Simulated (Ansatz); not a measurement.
`CO[SiH2]CF` → 2 C• + F• + 7 H• + O• + Si•  (atomization)

Calculated with Ansatz (gas phase, PBE0-D4/def2-TZVP geometries, no zero-point term in ΔE). CCSD(T)/CBS adds triple-zeta CCSD(T) − MP2 to the extrapolated MP2 energy (def2 sets, frozen cores). This one scheme is used for every species, atoms too. Functionals use def2-TZVPP. Open shells (•) are unrestricted, without spin–orbit coupling. Spin–orbit coupling would lower the free atoms: a little for C, F, O, Si. Each species was taken in one conformer, which may not be the lowest.

```json
{"species": "`CO[SiH2]CF`", "B2PLYP energy (Eh)": "-544.82143"}
{"species": "C•", "B2PLYP energy (Eh)": "-37.82703"}
{"species": "F•", "B2PLYP energy (Eh)": "-99.71857"}
{"species": "H•", "B2PLYP energy (Eh)": "-0.49861"}
{"species": "O•", "B2PLYP energy (Eh)": "-75.05191"}
{"species": "Si•", "B2PLYP energy (Eh)": "-289.25332"}
```

**Question.** Work out ΔE.

**Answer.** ΔE = 7 × (-0.49861) + 2 × (-37.82703) + (-99.71857) + (-75.05191) + (-289.25332) − (-544.82143) = 1.65330 Eh = +4340.7 kJ/mol. CCSD(T)/CBS gives +4392.6 kJ/mol.

Largest T1 diagnostic among the species: 0.012.

The D4 term adds +33.5 kJ/mol with B3LYP and +17.7 kJ/mol with PBE0; it sums over pairs of atoms, weighted by their polarisabilities, and B3LYP, whose exchange is more repulsive, gets the larger term. From PBE to PBE0 (25 % exact exchange), in def2-TZVPP and without D4, ΔE moves by −73.0 kJ/mol: exact exchange takes away binding that semilocal exchange gives to molecules.

B3LYP here is the variant with VWN-RPA as its local correlation; programs differ in this.

For atomizations the MP2-based limit and the directly extrapolated one differ by several kJ/mol either way, and by 10 to 25 for some Ge, Se and Sn compounds, so smaller differences from it don't rank the levels.
